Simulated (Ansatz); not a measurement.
Geometry optimisation of `FC[S][SnH3]`.

```yaml
crystal:
  periodic: [false, false, false]
  atoms:
    - {symbol: F, position_ang: [0.395740, 1.521050, -1.127880]}
    - {symbol: C, position_ang: [-0.751000, 1.402010, -0.407940]}
    - {symbol: S, position_ang: [-0.455630, 0.650520, 1.210090]}
    - {symbol: Sn, position_ang: [0.675680, -1.355190, 0.500960]}
    - {symbol: H, position_ang: [-1.445530, 0.796120, -0.992740]}
    - {symbol: H, position_ang: [-1.151150, 2.400830, -0.227750]}
    - {symbol: H, position_ang: [0.887560, -2.269830, 1.872030]}
    - {symbol: H, position_ang: [-0.292090, -2.160870, -0.610640]}
    - {symbol: H, position_ang: [2.136430, -0.984650, -0.216140]}
basis:
  gaussian: {orbitals: def2-TZVP}
hamiltonian: {xc: pbe0, dispersion: d4}
relax: {f_tol: 0.005, max_steps: 150}
```

```sh
$ ansatz run in.yaml --threads 2 --pin off --events-out ev --progress --plain --max-ram 22528MiB --backend cuda --devices 0, --max-vram 18GiB
```

Output, abridged:

```
Functional definition: PBE0
mean field -20496.42688187 eV, -753.2297949315 hartree, gradient 1.6e-5 eV, S^2 0.000000; 0 other end points of the search recorded, 0 dependent functions left out
relax step   1: F+E_penalty+E_count = -20496.59879144 eV  Δ(F+E_penalty+E_count) = +0.000e0 eV  max|allowed force component| = 5.503e-1 eV/Å  Δτ_max = 0.0000 Å  (27 SCF iters, accepted)
mean field -20496.45614520 eV, -753.2308703391 hartree, gradient 1.7e-5 eV, S^2 0.000000; 0 other end points of the search recorded, 0 dependent functions left out
relax step   2: F+E_penalty+E_count = -20496.62819415 eV  Δ(F+E_penalty+E_count) = -2.940e-2 eV  max|allowed force component| = 2.885e-1 eV/Å  Δτ_max = 0.0998 Å  (29 SCF iters, accepted)
mean field -20496.46847888 eV, -753.2313235935 hartree, gradient 1.7e-5 eV, S^2 0.000000; 0 other end points of the search recorded, 0 dependent functions left out
relax step   3: F+E_penalty+E_count = -20496.63961879 eV  Δ(F+E_penalty+E_count) = -1.142e-2 eV  max|allowed force component| = 1.588e-1 eV/Å  Δτ_max = 0.0482 Å  (31 SCF iters, accepted)
mean field -20496.47050929 eV, -753.2313982097 hartree, gradient 1.7e-5 eV, S^2 0.000000; 0 other end points of the search recorded, 0 dependent functions left out
relax step   4: F+E_penalty+E_count = -20496.64187497 eV  Δ(F+E_penalty+E_count) = -2.256e-3 eV  max|allowed force component| = 1.158e-1 eV/Å  Δτ_max = 0.0268 Å  (31 SCF iters, accepted)
mean field -20496.47317044 eV, -753.2314960051 hartree, gradient 1.7e-5 eV, S^2 0.000000; 0 other end points of the search recorded, 0 dependent functions left out
relax step   5: F+E_penalty+E_count = -20496.64451873 eV  Δ(F+E_penalty+E_count) = -2.644e-3 eV  max|allowed force component| = 1.519e-1 eV/Å  Δτ_max = 0.0648 Å  (29 SCF iters, accepted)
mean field -20496.47579839 eV, -753.2315925806 hartree, gradient 1.8e-5 eV, S^2 0.000000; 0 other end points of the search recorded, 0 dependent functions left out
relax step   6: F+E_penalty+E_count = -20496.64712711 eV  Δ(F+E_penalty+E_count) = -2.608e-3 eV  max|allowed force component| = 1.046e-1 eV/Å  Δτ_max = 0.0611 Å  (29 SCF iters, accepted)
mean field -20496.47688093 eV, -753.2316323630 hartree, gradient 1.7e-5 eV, S^2 0.000000; 0 other end points of the search recorded, 0 dependent functions left out
relax step   7: F+E_penalty+E_count = -20496.64820032 eV  Δ(F+E_penalty+E_count) = -1.073e-3 eV  max|allowed force component| = 7.491e-2 eV/Å  Δτ_max = 0.0242 Å  (31 SCF iters, accepted)
mean field -20496.47775909 eV, -753.2316646351 hartree, gradient 1.7e-5 eV, S^2 0.000000; 0 other end points of the search recorded, 0 dependent functions left out
relax step   8: F+E_penalty+E_count = -20496.64900136 eV  Δ(F+E_penalty+E_count) = -8.010e-4 eV  max|allowed force component| = 8.027e-2 eV/Å  Δτ_max = 0.0449 Å  (29 SCF iters, accepted)
mean field -20496.47810033 eV, -753.2316771754 hartree, gradient 1.7e-5 eV, S^2 0.000000; 0 other end points of the search recorded, 0 dependent functions left out
relax step   9: F+E_penalty+E_count = -20496.64951918 eV  Δ(F+E_penalty+E_count) = -5.178e-4 eV  max|allowed force component| = 6.551e-2 eV/Å  Δτ_max = 0.0459 Å  (30 SCF iters, accepted)
mean field -20496.47821928 eV, -753.2316815464 hartree, gradient 1.6e-5 eV, S^2 0.000000; 0 other end points of the search recorded, 0 dependent functions left out
relax step  10: F+E_penalty+E_count = -20496.64961999 eV  Δ(F+E_penalty+E_count) = -1.008e-4 eV  max|allowed force component| = 2.287e-2 eV/Å  Δτ_max = 0.0157 Å  (31 SCF iters, accepted)
mean field -20496.47812123 eV, -753.2316779434 hartree, gradient 1.6e-5 eV, S^2 0.000000; 0 other end points of the search recorded, 0 dependent functions left out
relax step  11: F+E_penalty+E_count = -20496.64947601 eV  Δ(F+E_penalty+E_count) = +1.440e-4 eV  max|allowed force component| = 4.459e-2 eV/Å  Δτ_max = 0.0198 Å  (31 SCF iters, rejected (line search))
mean field -20496.47827352 eV, -753.2316835401 hartree, gradient 1.6e-5 eV, S^2 0.000000; 0 other end points of the search recorded, 0 dependent functions left out
relax step  12: F+E_penalty+E_count = -20496.64972220 eV  Δ(F+E_penalty+E_count) = -1.022e-4 eV  max|allowed force component| = 7.516e-3 eV/Å  Δτ_max = 0.0093 Å  (32 SCF iters, accepted)
mean field -20496.47827274 eV, -753.2316835113 hartree, gradient 1.6e-5 eV, S^2 0.000000; 0 other end points of the search recorded, 0 dependent functions left out
relax step  13: F+E_penalty+E_count = -20496.64972752 eV  Δ(F+E_penalty+E_count) = -5.321e-6 eV  max|allowed force component| = 3.193e-3 eV/Å  Δτ_max = 0.0032 Å  (32 SCF iters, accepted)
mean field -20496.47827274 eV, -753.2316835113 hartree, gradient 1.6e-5 eV, S^2 0.000000; 1 other end points of the search recorded, 0 dependent functions left out
Total energy: -20496.64976287 eV, -753.2379856571 hartree
Atom 0 at     0.282069     1.606597    -1.263526 Å, force    -0.000691    -0.001192    -0.000640 eV/Å
Atom 1 at    -0.765274     1.369436    -0.399999 Å, force     0.001143     0.002614     0.003193 eV/Å
Atom 2 at    -0.217704     0.770601     1.204339 Å, force    -0.000476    -0.001757    -0.002891 eV/Å
Atom 3 at     0.718637    -1.336292     0.498391 Å, force     0.000190     0.000195     0.002044 eV/Å
Atom 4 at    -1.435771     0.655216    -0.881893 Å, force     0.000681    -0.000706    -0.000390 eV/Å
Atom 5 at    -1.284720     2.313060    -0.220436 Å, force    -0.000642     0.000030    -0.000772 eV/Å
Atom 6 at     0.713228    -2.335832     1.876605 Å, force     0.000338    -0.000386    -0.000571 eV/Å
Atom 7 at    -0.312442    -1.925536    -0.726626 Å, force    -0.000447     0.001025     0.000091 eV/Å
Atom 8 at     2.301986    -1.117260    -0.086865 Å, force    -0.000096     0.000178    -0.000063 eV/Å
Dipole moment:    -0.175033    -0.251930    -0.046484 e Å
```

It took 21 s on 2 threads of an AMD EPYC 7R13 on a shared host and a share of an NVIDIA H100 80 GB, with 0.9 GiB of host memory at the peak.
